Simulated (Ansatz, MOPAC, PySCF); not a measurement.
Stepwise substitution at one centre (Ga Br-NH2). Isolated molecules, 0 K electronic values unless said otherwise. One relaxed conformer stands for each flexible species; it need not be the lowest. Strings in code marks are SMILES.

Quantity: vertical ionisation energy (energy after one electron is removed minus that of the parent at the parent's geometry), in eV.

Level 1: frozen-core CCSD(T)/cc-pVTZ // CAM-B3LYP-D3(BJ)/def2-TZVP (Ansatz, an electronic-structure program)
Level 2: minus the HOMO energy of B3LYP/6-31G* // CAM-B3LYP-D3(BJ)/def2-TZVP (PySCF)
Level 3: minus the HOMO energy of HF/STO-3G // CAM-B3LYP-D3(BJ)/def2-TZVP (PySCF)
Level 4: minus the HOMO energy of PM7 // CAM-B3LYP-D3(BJ)/def2-TZVP (MOPAC)

| species | level 2 | level 3 | level 4 |
|---|---|---|---|
| `[NH2][Ga]([Br])[Br]` | 7.53 | 7.86 | 10.32 |

Q: What does level 1 give for each?

A: 
- `[NH2][Ga]([Br])[Br]`: 10.14
